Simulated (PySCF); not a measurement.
Te(Me)(iPr), SMILES C[Te]C(C)C (C₄H₁₀Te), GFN2-xTB optimised geometry.

```
15

Te    -0.63    -1.42     0.00
C      1.54    -1.42     0.00
H      1.92    -0.89    -0.87
H      1.86    -2.45    -0.04
H      1.92    -0.97     0.91
C     -0.84     0.76     0.00
C     -0.29     1.37    -1.27
C     -0.21     1.38     1.23
H     -1.92     0.91     0.04
H     -0.47     2.45    -1.28
H      0.78     1.21    -1.35
H     -0.77     0.94    -2.15
H     -0.61     0.95     2.14
H     -0.39     2.45     1.25
H      0.87     1.23     1.22
```

Density from PBE0/def2-TZVP, def2 effective core potentials past Kr run with PySCF at that geometry. The core electrons that the potentials of Te replace are not part of the density.

Minimum of the electron density along straight lines between bonded atoms, close to the bond critical point (lines longer than 1.1 times the sum of covalent radii, or with two minima, are not listed):

```json
[
 {"bond": "Te1–C2", "length / Å": "2.165", "ρ at the minimum / e bohr⁻³": "0.112", "∇²ρ there / e bohr⁻⁵": "-0.01", "position (fraction from the first atom)": "0.52"},
 {"bond": "C2–H3", "length / Å": "1.083", "ρ at the minimum / e bohr⁻³": "0.282", "∇²ρ there / e bohr⁻⁵": "-0.97", "position (fraction from the first atom)": "0.64"},
 {"bond": "C2–H4", "length / Å": "1.082", "ρ at the minimum / e bohr⁻³": "0.281", "∇²ρ there / e bohr⁻⁵": "-0.97", "position (fraction from the first atom)": "0.64"},
 {"bond": "C2–H5", "length / Å": "1.083", "ρ at the minimum / e bohr⁻³": "0.282", "∇²ρ there / e bohr⁻⁵": "-0.97", "position (fraction from the first atom)": "0.64"},
 {"bond": "Te1–C6", "length / Å": "2.193", "ρ at the minimum / e bohr⁻³": "0.110", "∇²ρ there / e bohr⁻⁵": "-0.03", "position (fraction from the first atom)": "0.52"},
 {"bond": "C6–C7", "length / Å": "1.516", "ρ at the minimum / e bohr⁻³": "0.251", "∇²ρ there / e bohr⁻⁵": "-0.63", "position (fraction from the first atom)": "0.51"},
 {"bond": "C6–C8", "length / Å": "1.516", "ρ at the minimum / e bohr⁻³": "0.251", "∇²ρ there / e bohr⁻⁵": "-0.63", "position (fraction from the first atom)": "0.51"},
 {"bond": "C6–H9", "length / Å": "1.091", "ρ at the minimum / e bohr⁻³": "0.281", "∇²ρ there / e bohr⁻⁵": "-0.97", "position (fraction from the first atom)": "0.64"},
 {"bond": "C7–H10", "length / Å": "1.090", "ρ at the minimum / e bohr⁻³": "0.277", "∇²ρ there / e bohr⁻⁵": "-0.94", "position (fraction from the first atom)": "0.64"},
 {"bond": "C7–H11", "length / Å": "1.088", "ρ at the minimum / e bohr⁻³": "0.279", "∇²ρ there / e bohr⁻⁵": "-0.95", "position (fraction from the first atom)": "0.64"},
 {"bond": "C7–H12", "length / Å": "1.088", "ρ at the minimum / e bohr⁻³": "0.280", "∇²ρ there / e bohr⁻⁵": "-0.97", "position (fraction from the first atom)": "0.64"},
 {"bond": "C8–H13", "length / Å": "1.088", "ρ at the minimum / e bohr⁻³": "0.280", "∇²ρ there / e bohr⁻⁵": "-0.97", "position (fraction from the first atom)": "0.64"},
 {"bond": "C8–H14", "length / Å": "1.090", "ρ at the minimum / e bohr⁻³": "0.277", "∇²ρ there / e bohr⁻⁵": "-0.94", "position (fraction from the first atom)": "0.64"},
 {"bond": "C8–H15", "length / Å": "1.088", "ρ at the minimum / e bohr⁻³": "0.279", "∇²ρ there / e bohr⁻⁵": "-0.96", "position (fraction from the first atom)": "0.64"}
]
```
